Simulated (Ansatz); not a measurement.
A nudged elastic band was laid between two geometries of CH6AlFSi + H2 (12 atoms, charge 0, multiplicity 1).

Theory: RKS PBE/def2-SVP in Ansatz 0.2.0.

```
movable images  : 7
climbing image  : yes
spring          : 2.0 to 10.0 eV/Å², energy-weighted
optimiser       : quadratic models (default)
start path      : through a guess of the saddle point
force threshold : 0.05 eV/Å
iteration limit : 60
end points      : relaxed
```

First end point:

```xyz
12
Properties=species:S:1:pos:R:3
Al -0.606 -0.315 0.196
Si 1.550 -0.434 1.370
C -0.892 -0.315 -1.744
F -1.973 -0.516 1.176
H -0.564 2.005 0.637
H -0.794 2.009 -0.103
H 2.657 0.226 0.581
H 1.511 0.234 2.723
H 1.970 -1.867 1.596
H -0.885 -1.366 -2.107
H -1.876 0.116 -2.022
H -0.098 0.222 -2.302
```

Last end point:

```xyz
12
Properties=species:S:1:pos:R:3
Al -1.146 0.530 -0.033
Si 1.619 -0.144 1.409
C -1.063 -0.254 -1.824
F -1.315 -0.532 1.291
H 0.901 0.617 0.294
H -1.402 2.070 0.308
H 3.065 0.228 1.238
H 1.100 0.333 2.726
H 1.421 -1.608 1.184
H -0.605 -1.265 -1.817
H -2.086 -0.360 -2.246
H -0.490 0.384 -2.530
```

Question: Which bonds break or form, and what moves?

Answer: Bonds broken: Al1–Si2, H5–H6. Bonds formed: Al1–H6, Si2–H5. CH6AlFSi + H2 becomes CH4AlF + H4Si.

Question: What energy profile does the band end with?

Answer: The forces met the threshold. The highest image is number 4 of 0 to 8, 94.5 kJ/mol above the first end and 113.1 kJ/mol above the last; the last end lies 18.6 kJ/mol below the first. Another band between the same ends (7 images) ends at a top of the same energy, where a vibrational analysis finds 1 clearly imaginary mode. The orbitals stay closed-shell, which can raise the energy where a bond breaks towards radicals; this wasn't checked here.

```
image  path coordinate (Å)  energy (kJ/mol)  Al1–Si2 (Å)  H5–H6 (Å)  Al1–H6 (Å)
    0                 0.00              0.0         2.46       0.77        2.35
    1                 0.91              9.1         2.45       0.78        2.26
    2                 1.40             37.8         2.46       0.81        2.04
    3                 1.70             74.7         2.54       0.92        1.85
    4                 1.95             94.5         2.64       1.14        1.74
    5                 2.24             67.2         2.77       1.44        1.65
    6                 2.62             14.4         2.99       1.84        1.60
    7                 3.53            -14.0         3.25       2.51        1.60
    8                 4.99            -18.6         3.19       2.72        1.60
```

Question: What is the geometry of the highest image?

Answer: 
```xyz
12
Properties=species:S:1:pos:R:3
Al -0.983 0.147 0.125
Si 1.393 -0.101 1.250
C -0.801 -0.356 -1.749
F -2.129 -0.461 1.204
H 0.081 1.256 0.833
H -0.792 1.848 0.414
H 2.539 0.277 0.346
H 1.678 0.392 2.645
H 1.318 -1.611 1.310
H -0.658 -1.453 -1.837
H -1.712 -0.083 -2.319
H 0.067 0.144 -2.224
```

Run time: 3.1 min on 2 threads of AMD EPYC 7R43 64-Core Processor (Zen 3) (shared host), peak memory 0.15 GiB.
